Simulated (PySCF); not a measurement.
PySCF job for BeGeH6Si, SMILES [GeH3][Be][SiH3], IEF-PCM-PBE0/def2-SVP. Coordinates come from a PBE0-D3(BJ)/def2-SVP optimisation.

```python
import numpy as np
from pyscf import gto, scf, dft
from pyscf.solvent import pcm

mol = gto.M(
    atom='''
    Be    0.00000000   -0.00000000   -0.71775951
    Si   -0.00000000    0.00000000   -2.91304781
    H     0.57968197    1.26497586   -3.47498108
    H    -1.38534221   -0.13046862   -3.47498108
    H     0.80566025   -1.13450724   -3.47498108
    Ge    0.00000000    0.00000000    1.49400497
    H     1.19944164    0.77121687    2.09016384
    H    -1.26761423    0.65313850    2.09016384
    H     0.06817257   -1.42435538    2.09016384
    ''',
    basis='def2-SVP',
    charge=0,
    spin=0,
    max_memory=1600,
    verbose=3,
)
mf = dft.RKS(mol, xc='pbe0').density_fit(auxbasis='def2-universal-jkfit')
mf.grids.level = 3
mf.conv_tol = 1e-9
mf.max_cycle = 100
mf.kernel()
res = {}
for name, eps in {'water': 78.355, 'acetone': 20.493, 'chlorobenzene': 5.6968}.items():
    s = mf.PCM()
    s.with_solvent.method, s.with_solvent.eps, s.with_solvent.lebedev_order = 'IEF-PCM', eps, 29
    s.kernel(mf.make_rdm1())
    res[name] = (s.e_tot, eps, s.dip_moment(), s.mo_energy, s.converged)
    print(f'{name}: electrostatic solvation free energy {(s.e_tot - mf.e_tot) * 627.509474:.3f} kcal/mol')
```

Output:

```
converged SCF energy = -2384.02849353957

WARN: PCM is an experimental feature. It is still in testing.
Features and APIs may be changed in the future.

converged SCF energy = -2384.03479732869
Dipole moment(X, Y, Z, Debye): -0.00091,  0.00027, -0.19286
water: electrostatic solvation free energy -3.956 kcal/mol

WARN: PCM is an experimental feature. It is still in testing.
Features and APIs may be changed in the future.

converged SCF energy = -2384.03433504512
Dipole moment(X, Y, Z, Debye): -0.00082,  0.00022, -0.18657
acetone: electrostatic solvation free energy -3.666 kcal/mol

WARN: PCM is an experimental feature. It is still in testing.
Features and APIs may be changed in the future.

converged SCF energy = -2384.03295703741
Dipole moment(X, Y, Z, Debye): -0.00055,  0.00013, -0.16827
chlorobenzene: electrostatic solvation free energy -2.801 kcal/mol
```

The run converged.

Cost: very roughly 60 core-seconds.
